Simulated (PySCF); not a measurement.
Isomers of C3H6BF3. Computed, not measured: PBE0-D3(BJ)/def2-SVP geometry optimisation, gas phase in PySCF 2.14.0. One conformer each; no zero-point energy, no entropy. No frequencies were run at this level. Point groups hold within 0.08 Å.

Question: Order them by energy at this level, lowest first, and give relative energies in kcal/mol.
A. `[CH3:1][BH:2][CH2:3][C:4]([F:5])([F:6])[F:7]` with C1–B2–C3–C4 -175°
B. BMe2(CF3) (`CB(C)C(F)(F)F`)

Answer: B (0.0), A (2.7).

```json
{"SMILES": "CB(C)C(F)(F)F", "E (Eh)": "-441.54440", "E rel (kcal/mol)": "0.0", "dipole (D)": "2.55", "point group": "near Cs", "A, B, C (MHz)": "3237, 2196, 1739"}
{"SMILES": "CBCC(F)(F)F", "E (Eh)": "-441.54013", "E rel (kcal/mol)": "2.7", "dipole (D)": "2.84", "point group": "near Cs", "A, B, C (MHz)": "5077, 1398, 1379"}
```

Q: As an exercise, what shares would exp(−E/RT) give at 500 K from these electronic energies alone (no entropy, no degeneracies)?

A: RT = 0.994 kcal/mol: CB(C)C(F)(F)F 93.7 %, CBCC(F)(F)F 6.3 %.
